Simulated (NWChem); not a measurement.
Species: BCl2, doublet; SMILES Cl[B]Cl

```xyz
3

Cl     1.5302     0.0000    -0.0997
B      0.0000     0.0000     0.7036
Cl    -1.5302     0.0000    -0.0997
```
Atoms are numbered in this order, from 1.

Level: PBE0/def2-SVP, spin-unrestricted (NWChem), optimised geometry, unscaled harmonic frequencies. In the optimisation the excess spin sits in a1 (C2v, its own frame).

Q: List the harmonic frequencies with IR intensities, and the thermochemistry.

A: 
| frequency (cm⁻¹) | IR intensity (km/mol) |
|---|---|
| 287 | 1.3 |
| 724 | 31.7 |
| 1012 | 378.6 |

zero-point energy: 2.9 kcal/mol
thermal correction to the enthalpy at 298.15 K (with zero-point energy): 5.6 kcal/mol
heat capacity Cv: 8.8 cal/(mol K)
entropy at 298.15 K and 1 atm (symmetry number 2, electronic part: spin degeneracy alone): 64.5 cal/(mol K)
dipole moment: 0.41 D

Rigid rotor and harmonic oscillator.
